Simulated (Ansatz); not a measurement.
CH₃BOTe (`B1OC[Te]1`), relaxed with RKS PBE-D4/def2-SVP in the Gaussian-basis code of Ansatz from a rough embedded geometry. The force threshold is 0.03 eV/Å; the program also tests the step.

The species carries charge 0 and has multiplicity 1. Te: def2 effective core potential.

Start:

```xyz
7

B    -0.771    0.526    0.930
O    -0.182    0.931   -0.327
C     0.579   -0.180   -0.615
Te    0.670   -1.108    1.141
H    -1.950    0.513    1.299
H     1.583    0.141   -1.004
H     0.071   -0.822   -1.425
```

Question: By how much does the energy fall, and how many steps does the optimiser take? (Estimate.)

Answer: Computed: 1.08 eV, in 5 steps.

Question: Which bonds change most? (Best estimate.)

Answer: Ansatz gave: C3–Te4 from 1.988 to 2.236 Å; B1–O2 from 1.446 to 1.370 Å; O2–C3 from 1.377 to 1.424 Å; C3–H7 from 1.152 to 1.107 Å.

Question: Give the relaxed structure. (Estimate.)

Answer: Computed: 
```xyz
7

B    -0.840    0.352    0.857
O    -0.478    0.706   -0.415
C     0.592   -0.185   -0.717
Te    0.577   -1.266    1.240
H    -1.729    0.881    1.486
H     1.539    0.362   -0.887
H     0.339   -0.850   -1.565
```
